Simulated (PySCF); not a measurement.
# Electronic structure of La²⁺ (lanthanum, charge +2) at the UHF level

Configuration: [Xe] 4f1, 2F determinant (an excited configuration). All numbers are calculated (PySCF 2.14, scalar relativity through the core potential, in def2-TZVPPD with the def2 core potential (46 electrons) (6s5p3d2f1g, 59 functions)).

| Quantity | Value |
| --- | --- |
| Total energy | -30.118176 hartree |
| One-electron energy | -45.6718 hartree |
| Hartree (Coulomb) energy | 18.9094 hartree |
| Exchange energy | -3.3558 hartree |
| ⟨S²⟩ | 0.7502 |
| ⟨L²⟩ | 12.002 |
| Sum of ⟨r⟩ | 17.96 bohr |
| Sum of ⟨r²⟩ | 43.54 bohr² |
| Traceless quadrupole moment −½Σ⟨3z² − r²⟩ along its main axis | 5.31 e·bohr² |

```csv
shell,electrons,mean orbital energy (hartree),spread (hartree),"rms radius, mean of both spins (bohr)"
5s α,1,-2.39186,0,1.67
5s β,1,-2.39022,0,1.67
5p α,3,-1.59057,0.00900,1.90
5p β,3,-1.58568,0.01695,1.90
4f α,1,-0.25372,0,4.04
```

Energies and moments cover only the electrons outside the core potential. Spin-orbit coupling, absent here, splits the open shell strongly.
